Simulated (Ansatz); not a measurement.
Calculation: B3LYP-D3(BJ)/def2-TZVP in Ansatz (a first-principles code). No frequencies were computed at this level.

Ansatz 0.2 input:
```yaml
crystal:
  periodic: [false, false, false]
  atoms:
    - { symbol: C, position_ang: [-1.036744, -0.069439, 0.02615] }
    - { symbol: Ge, position_ang: [0.916882, 0.061491, -0.023221] }
    - { symbol: H, position_ang: [-1.349586, -0.974134, 0.541768] }
    - { symbol: H, position_ang: [-1.447003, -0.09422, -0.98048] }
    - { symbol: H, position_ang: [-1.466985, 0.782864, 0.54643] }
    - { symbol: H, position_ang: [1.49568, 0.115213, 1.353003] }
    - { symbol: H, position_ang: [1.524506, -1.112761, -0.718768] }
    - { symbol: H, position_ang: [1.36325, 1.290985, -0.744882] }
basis:
  gaussian: { orbitals: def2-tzvp }
hamiltonian:
  xc: b3lyp
  dispersion: d3bj
relax:
  max_steps: 150
```

Output:

```
Functional definition: B3LYP
833 factors; their error is unknown
mean field evaluation 1: about -57648.4763 eV, gradient 5.5e1 eV
mean field evaluation 2: about -57643.9185 eV, gradient 6.5e1 eV
mean field evaluation 4: about -57654.6889 eV, gradient 9.6e-1 eV
mean field evaluation 8: about -57654.9001 eV, gradient 2.3e-1 eV
mean field -57654.90020492 eV, -2118.7785026358 hartree, gradient 3.6e-5 eV, S^2 0.000000; 0 other end points of the search recorded, 0 dependent functions left out
reference -57654.90044665 eV, -2118.7785115193 hartree; 22, 22 occupied and 93, 93 virtual orbitals, 833 factors
relax step   1: F+E_penalty+E_count = -57655.09964930 eV  Δ(F+E_penalty+E_count) = +0.000e0 eV  max|allowed force component| = 8.465e-1 eV/Å  Δτ_max = 0.0000 Å  (24 SCF iters, accepted)
these checks for a lower state are left out or cut short: starts, cluster_reference, orbital_swaps, neighbouring_geometries, increment
833 factors; their error is unknown
mean field evaluation 16: about -57654.7471 eV, gradient 2.8e0 eV
mean field -57654.96232559 eV, -2118.7807855284 hartree, gradient 8.6e-6 eV, S^2 0.000000; 0 other end points of the search recorded, 0 dependent functions left out
reference -57654.96256924 eV, -2118.7807944824 hartree; 22, 22 occupied and 93, 93 virtual orbitals, 833 factors
relax step   2: F+E_penalty+E_count = -57655.16151581 eV  Δ(F+E_penalty+E_count) = -6.187e-2 eV  max|allowed force component| = 1.659e-1 eV/Å  Δτ_max = 0.0529 Å  (29 SCF iters, accepted)
these checks for a lower state are left out or cut short: starts, cluster_reference, orbital_swaps, neighbouring_geometries, increment
833 factors; their error is unknown
mean field -57654.96563048 eV, -2118.7809069807 hartree, gradient 8.5e-6 eV, S^2 0.000000; 0 other end points of the search recorded, 0 dependent functions left out
reference -57654.96587435 eV, -2118.7809159429 hartree; 22, 22 occupied and 93, 93 virtual orbitals, 833 factors
relax step   3: F+E_penalty+E_count = -57655.16431043 eV  Δ(F+E_penalty+E_count) = -2.795e-3 eV  max|allowed force component| = 1.746e-2 eV/Å  Δτ_max = 0.0122 Å  (28 SCF iters, accepted)
these checks for a lower state are left out or cut short: starts, cluster_reference, orbital_swaps, neighbouring_geometries, increment
833 factors; their error is unknown
mean field evaluation 32: about -57654.9656 eV, gradient 2.8e-5 eV
mean field -57654.96561253 eV, -2118.7809063212 hartree, gradient 6.1e-6 eV, S^2 0.000000; 0 other end points of the search recorded, 0 dependent functions left out
reference -57654.96585640 eV, -2118.7809152833 hartree; 22, 22 occupied and 93, 93 virtual orbitals, 833 factors
relax step   4: F+E_penalty+E_count = -57655.16433310 eV  Δ(F+E_penalty+E_count) = -2.267e-5 eV  max|allowed force component| = 7.334e-3 eV/Å  Δτ_max = 0.0016 Å  (20 SCF iters, accepted)
833 factors; their error is unknown
mean field -57654.96561253 eV, -2118.7809063212 hartree, gradient 7.7e-6 eV, S^2 0.000000; 1 other end points of the search recorded, 0 dependent functions left out
reference -57654.96585640 eV, -2118.7809152833 hartree; 22, 22 occupied and 93, 93 virtual orbitals, 833 factors
Total energy: -57655.16457697 eV, -2118.7882181295 hartree
Atom 0 at    -1.039868    -0.069589     0.026358 Å, force    -0.007334    -0.000605     0.000042 eV/Å
Atom 1 at     0.920685     0.061613    -0.023321 Å, force     0.002776     0.000285     0.000028 eV/Å
Atom 2 at    -1.343394    -0.976960     0.547682 Å, force     0.001419     0.001789    -0.000380 eV/Å
Atom 3 at    -1.441069    -0.097315    -0.986311 Å, force     0.001556    -0.000449     0.001610 eV/Å
Atom 4 at    -1.461724     0.790090     0.546184 Å, force     0.001709    -0.001021    -0.001329 eV/Å
Atom 5 at     1.490670     0.112937     1.407110 Å, force     0.000014    -0.000409    -0.001092 eV/Å
Atom 6 at     1.521183    -1.158496    -0.747476 Å, force    -0.000184     0.001168     0.000225 eV/Å
Atom 7 at     1.353517     1.337720    -0.770227 Å, force     0.000045    -0.000757     0.000895 eV/Å
Dipole moment:    -0.145210    -0.009726     0.003671 e Å
```

Cost: around 12 core-seconds (rough).
